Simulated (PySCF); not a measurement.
From results back to the method.

CH9NOSi2.
SMILES with atom numbers: `[CH3:1][Si@H:2]([NH2:3])[SiH2:4][OH:5]` (hydrogens: H6, H7, H8 on C1; H9 on Si2; H10, H11 on N3; H12, H13 on Si4; H14 on O5)

The closed-shell ground state was solved 6 times with PySCF (density fitting, gas phase), always in the pcSseg-1 basis (144 functions), with these functionals: B3LYP, BP86, CAM-B3LYP, HF, LC-wPBE and PBE0. One conformer (not necessarily the lowest) at the PBE0-D3(BJ)/def2-SVP geometry, without solvent, vibrations or thermal averaging.

```csv
row,total energy (Eh),HOMO (eV),LUMO (eV),dipole (D)
P,-752.4544,-8.47,0.91,0.55
Q,-752.5758,-5.79,-1.03,0.64
R,-752.0713,-7.09,-0.13,0.56
S,-752.5653,-6.84,-0.33,0.57
T,-752.2389,-9.87,2.09,0.53
U,-750.2972,-10.37,3.10,0.49
```

Which functional belongs to which row?

P = CAM-B3LYP, Q = BP86, R = PBE0, S = B3LYP, T = LC-wPBE, U = HF. By rising HOMO–LUMO gap: BP86 (GGA) 4.76 eV; B3LYP (global hybrid, 20 % exact exchange) 6.51 eV; PBE0 (global hybrid, 25 % exact exchange) 6.96 eV; CAM-B3LYP (range-separated hybrid) 9.38 eV; LC-wPBE (range-separated hybrid) 11.96 eV; HF (all exact exchange) 13.47 eV. Total energies of different functionals aren't bounds to one another; each is stationary for its own functional.

The values belong to the conformer `[CH3:1][Si@H:2]([NH2:3])[SiH2:4][OH:5]`: C1–Si2–Si4–O5 152°, H–N3–Si2–C1 67°, H–N3–Si2–C1 -154°, H–O5–Si4–Si2 -171°.
